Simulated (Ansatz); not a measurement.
Computed with Ansatz on PBE0-D4/def2-TZVP structures; ΔE is electronic, products minus reactants. CCSD(T)/CBS adds triple-zeta CCSD(T) − MP2 to the extrapolated MP2 energy (def2 sets, frozen cores). This one scheme is used for every species. DFT in def2-TZVPP. B3LYP here is the variant with VWN-RPA as its local correlation; programs differ in this. Each species was taken in one conformer, which may not be the lowest.

Consider the hydrogenolysis of the Si–Si bond: `N[SiH2][SiH](O)S` + H₂ → `O[SiH2]S` + `N[SiH3]`.

`N[SiH2][SiH](O)S`:

Cartesian coordinates in Å:
```
N -1.204 -1.467 -0.390
Si -1.036 0.176 -0.911
Si 0.717 0.971 0.424
O 0.375 0.681 2.012
S 2.409 -0.149 -0.281
H -0.409 -2.082 -0.481
H -2.056 -1.965 -0.599
H -0.773 0.383 -2.368
H -2.314 0.867 -0.587
H 1.019 2.421 0.369
H -0.008 -0.181 2.195
H 3.279 0.345 0.617
```

H₂:

Cartesian coordinates in Å:
```
H 0.082 -0.095 -0.351
H -0.082 0.095 0.351
```

`O[SiH2]S`:

Cartesian coordinates in Å:
```
O -0.045 1.231 0.861
Si 0.264 -0.302 0.361
S -0.182 -0.631 -1.699
H 0.326 1.945 0.340
H 1.704 -0.652 0.449
H -0.563 -1.153 1.241
H -1.505 -0.438 -1.554
```

`N[SiH3]`:

Z-matrix (Å, degrees):
```
Si
N 1 1.720
H 1 1.486 2 107.9
H 1 1.494 2 116.0 3 -120.3
H 1 1.486 2 107.9 3 119.4
H 2 1.007 1 119.6 3 -168.6
H 2 1.007 1 119.6 3 49.2
```

```
             level  ΔE (kJ/mol)  difference from CCSD(T)/CBS
            PBE-D4         -8.2                         18.4
           PBE0-D4        -16.6                         10.0
          B3LYP-D4        -23.0                          3.6
           ωB97M-V        -30.5                         -3.9
               PBE        -18.8                          7.8
            r2SCAN        -22.6                          4.0
              PBE0        -26.3                          0.3
             B3LYP        -40.0                        -13.4
SCS-MP2/def2-TZVPP        -37.5                        -10.9
   CCSD/def2-TZVPP        -36.9                        -10.3
CCSD(T)/def2-TZVPP        -30.2                         -3.6
     HF/def2-QZVPP        -66.2                        -39.6
    MP2/def2-QZVPP        -27.7                         -1.1
SCS-MP2/def2-QZVPP        -35.8                         -9.2
      HF/CBS(def2)        -66.3                        -39.7
    CCSD/CBS(def2)        -33.3                         -6.7
       CCSD(T)/CBS        -26.6                            0
```

Largest T1 diagnostic among the species: 0.012.

In def2-TZVPP, CCSD(T) changes the Hartree–Fock value by +35.0 kJ/mol (the triples alone add +6.7 kJ/mol) and MP2 by +35.9 kJ/mol. The D4 term adds +16.9 kJ/mol with B3LYP and +9.7 kJ/mol with PBE0; it sums over pairs of atoms, weighted by their polarisabilities, and B3LYP, whose exchange is more repulsive, gets the larger term.
